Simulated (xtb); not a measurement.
CHOS (SMILES O=C=[SH+]), charge +1, singlet, geometry from GFN2-xTB; xtb with GFN0-xTB.

xtb was given this input:
```
$ xtb mol.xyz --gfn 0 --chrg 1 --ohess --json

# file mol.xyz
4

O     -0.34180530     0.10102109    -1.68704513
C     -0.13121664     0.04098022    -0.58326032
S      0.27585043    -0.09473859     0.97470948
H     -0.89186473     0.46176743     1.40057134
```

Output, abridged:

```
   ID    Z sym.   atoms
    1    8 O      1
    2    6 C      2
    3   16 S      3
    4    1 H      4

           -------------------------------------------------
          |                Calculation Setup                |
           -------------------------------------------------

           -------------------------------------------------
          |                 G F N 0 - x T B                 |
           -------------------------------------------------

          ...................................................
          :                      SETUP                      :
          :.................................................:
          :  # basis functions                  20          :
          :  # atomic orbitals                  19          :
          :  # shells                            9          :
          :  # electrons                        16          :
          :  electronic temp.          300.0000000     K    :
          :  accuracy                    1.0000000          :
          :  -> integral cutoff          0.2500000E+02      :
          :  -> integral neglect         0.1000000E-07      :
          ...................................................

         :::::::::::::::::::::::::::::::::::::::::::::::::::::
         ::                     SUMMARY                     ::
         :::::::::::::::::::::::::::::::::::::::::::::::::::::
         :: total energy              -7.371413145367 Eh    ::
         :: gradient norm              0.082268694458 Eh/a0 ::
         :: HOMO-LUMO gap              3.801362028608 eV    ::
         ::.................................................::
         :: H0 energy                 -8.912346927773 Eh    ::
         :: repulsion energy           0.097097960214 Eh    ::
         :: electrostat energy         1.456288984991 Eh    ::
         :: -> Gsolv                   0.000000000000 Eh    ::
         ::    -> Gsasa                0.000000000000 Eh    ::
         ::    -> Gshift               0.000000000000 Eh    ::
         :: dispersion energy         -0.000510514628 Eh    ::
         :: short-range corr.         -0.011942648170 Eh    ::
         :: add. restraining           0.000000000000 Eh    ::
         :: total charge               1.000000000000 e     ::
         :::::::::::::::::::::::::::::::::::::::::::::::::::::

      -----------------------------------------------------------
     |                   =====================                   |
     |                        A N C O P T                        |
     |                   =====================                   |
     |               Approximate Normal Coordinate               |
     |                Rational Function Optimizer                |
      -----------------------------------------------------------
      -----------------------------------------------------------
     |                   =====================                   |
     |                        A N C O P T                        |
     |                   =====================                   |
     |               Approximate Normal Coordinate               |
     |                Rational Function Optimizer                |
      -----------------------------------------------------------

          ...................................................
          :                      SETUP                      :
          :.................................................:
          :   optimization level            normal          :
          :   max. optcycles                   200          :
          :   ANC micro-cycles                  20          :
          :   degrees of freedom                 6          :
          :.................................................:
          :   RF solver                   davidson          :
          :   write xtbopt.log                true          :
          :   linear?                        false          :
          :   energy convergence         0.5000000E-05 Eh   :
          :   grad. convergence          0.1000000E-02 Eh/α :
          :   maxmium RF displ.          1.0000000          :
          :   Hlow (freq-cutoff)         0.1000000E-01      :
          :   Hmax (freq-cutoff)         5.0000000          :
          :   S6 in model hess.         20.0000000          :
          ...................................................

generating ANC from exact Hessian ...
Using Lindh-Hessian (1995)
 Shifting diagonal of input Hessian by    9.4201500991744850E-003
 Lowest  eigenvalues of input Hessian
    0.000000    0.000000    0.000000    0.000000    0.000000    0.000000
    0.010000    0.065957    0.541904    0.886700    0.953521    2.887040
 Highest eigenvalues
    0.010000    0.065957    0.541904    0.886700    0.953521    2.887040

........................................................................
.............................. CYCLE    1 ..............................
........................................................................
 * total energy  :    -7.3714131 Eh     change        0.0000000E+00 Eh
   gradient norm :     0.0822687 Eh/α   predicted     0.0000000E+00 (   0.00%)
   displ. norm   :     0.1500529 α      lambda       -0.3920756E-02
   maximum displ.:     0.1467288 α      in ANC's #2, #6, #3, ...

........................................................................
.............................. CYCLE    2 ..............................
........................................................................
 * total energy  :    -7.3741725 Eh     change       -0.2759347E-02 Eh
   gradient norm :     0.0346536 Eh/α   predicted    -0.2004520E-02 ( -27.36%)
   displ. norm   :     0.1155817 α      lambda       -0.1420656E-02
   maximum displ.:     0.1112214 α      in ANC's #2, #6, #4, ...

........................................................................
.............................. CYCLE    3 ..............................
[...]
 * total energy  :    -7.3749913 Eh     change       -0.8187996E-03 Eh
 * total energy  :    -7.3750898 Eh     change       -0.9850417E-04 Eh
 * total energy  :    -7.3751194 Eh     change       -0.2962321E-04 Eh
 * total energy  :    -7.3751222 Eh     change       -0.2756854E-05 Eh
   *** GEOMETRY OPTIMIZATION CONVERGED AFTER 6 ITERATIONS ***
         :: total energy              -7.375122176218 Eh    ::
[...]
        17                          0.3290953               8.9551
        18                          0.6701739              18.2364
        19                          1.0052466              27.3542
      -------------------------------------------------------------
                  HL-Gap            0.1453252 Eh            3.9545 eV
             Fermi-level            0.0000000 Eh            0.0000 eV

     #   Z          covCN         q      C6AA      α(0)
     1   8 O        0.858    -0.045    15.674     5.312
     2   6 C        1.831     0.457    21.943     7.559
     3  16 S        1.899     0.314   126.566    18.968
     4   1 H        0.921     0.274     0.792     1.391

 Mol. C6AA /au·bohr⁶  :        428.480580
 Mol. C8AA /au·bohr⁸  :      15475.685399
 Mol. α(0) /au        :         33.231224

Wiberg/Mayer (AO) data.
largest (>0.10) Wiberg bond orders for each atom

 ---------------------------------------------------------------------------
     #   Z sym  total        # sym  WBO       # sym  WBO       # sym  WBO
 ---------------------------------------------------------------------------
     1   8 O    2.842 --     2 C    2.604     3 S    0.212
     2   6 C    3.839 --     1 O    2.604     3 S    1.220
     3  16 S    2.364 --     2 C    1.220     4 H    0.932     1 O    0.212
     4   1 H    0.974 --     3 S    0.932
 ---------------------------------------------------------------------------

Topologies differ in total number of bonds
Molecule has the following symmetry elements: (sigma)
It seems to be the Cs point group
Writing topology from bond orders to xtbtopo.mol

 dipole moment from electron density (au)
     X       Y       Z
  -0.6284   0.2548  -1.0792  total (Debye):    3.240

           -------------------------------------------------
          |               Frequency Printout                |
           -------------------------------------------------
 projected vibrational frequencies (cm⁻¹)
eigval :       -0.00    -0.00     0.00     0.00     0.00     0.00
eigval :      330.33   374.57   631.47   872.57  2054.17  2236.19
 reduced masses (amu)
   1: 26.50   2: 26.69   3: 17.30   4: 15.92   5: 26.25   6:  3.26   7: 12.08   8: 13.46
   9: 21.78  10:  4.39  11: 13.67  12:  1.95
 IR intensities (km·mol⁻¹)
   1: 11.74   2: 16.12   3:  6.59   4:  5.42   5: 12.99   6: 68.95   7: 12.52   8:  6.55
   9:  1.08  10: 49.33  11:  3.93  12:221.88
 Raman intensities (Ä⁴*amu⁻¹)
   1:  0.00   2:  0.00   3:  0.00   4:  0.00   5:  0.00   6:  0.00   7:  0.00   8:  0.00
   9:  0.00  10:  0.00  11:  0.00  12:  0.00
 output can be read by thermo (or use thermo option).
 writing <g98.out> molden fake output.
 recommended (thermochemical) frequency scaling factor: 1.0
           -------------------------------------------------
          |             Thermodynamic Functions             |
           -------------------------------------------------

cs  symmetry found (for desy threshold:  0.10E+00) used in thermo

          ...................................................
          :                      SETUP                      :
          :.................................................:
          :  # frequencies                           6      :
          :  # imaginary freq.                       0      :
          :  linear?                             false      :
          :  only rotor calc.                    false      :
          :  symmetry                               cs      :
          :  rotational number                       1      :
          :  scaling factor                  1.0000000      :
          :  rotor cutoff                   50.0000000 cm⁻¹ :
          :  imag. cutoff                  -20.0000000 cm⁻¹ :
          :.................................................:

    mode    ω/cm⁻¹     T·S(HO)/kcal·mol⁻¹    T·S(FR)/kcal·mol⁻¹   T·S(vib)
   ------------------------------------------------------------------------
   ------------------------------------------------------------------------

   temp. (K)  partition function   enthalpy   heat capacity  entropy
                                   cal/mol     cal/K/mol   cal/K/mol   J/K/mol
 298.15  VIB   1.60                  578.902      4.658      2.876
         ROT  0.910E+04              888.752      2.981     21.097
         INT  0.146E+05             1467.654      7.639     23.973
         TR   0.462E+27             1481.254      4.968     38.231
         TOT                        2948.9079    12.6067    62.2040   260.2616

       T/K    H(0)-H(T)+PV         H(T)/Eh          T*S/Eh         G(T)/Eh
   ------------------------------------------------------------------------
    298.15    0.469938E-02    0.195058E-01    0.295551E-01   -0.100493E-01
   ------------------------------------------------------------------------

         :::::::::::::::::::::::::::::::::::::::::::::::::::::
         ::                  THERMODYNAMIC                  ::
         :::::::::::::::::::::::::::::::::::::::::::::::::::::
         :: total free energy          -7.385171457581 Eh   ::
         ::.................................................::
         :: total energy               -7.375122176218 Eh   ::
         :: zero point energy           0.014806464336 Eh   ::
         :: G(RRHO) w/o ZPVE           -0.024855745699 Eh   ::
         :: G(RRHO) contrib.           -0.010049281363 Eh   ::
         :::::::::::::::::::::::::::::::::::::::::::::::::::::

optimized geometry written to: xtbopt.xyz

           -------------------------------------------------
          | TOTAL ENERGY               -7.375122176218 Eh   |
          | TOTAL ENTHALPY             -7.355616328089 Eh   |
          | TOTAL FREE ENERGY          -7.385171457581 Eh   |
          | GRADIENT NORM               0.000504723366 Eh/α |
          | HOMO-LUMO GAP               3.954499589536 eV   |
           -------------------------------------------------

normal termination of xtb
```
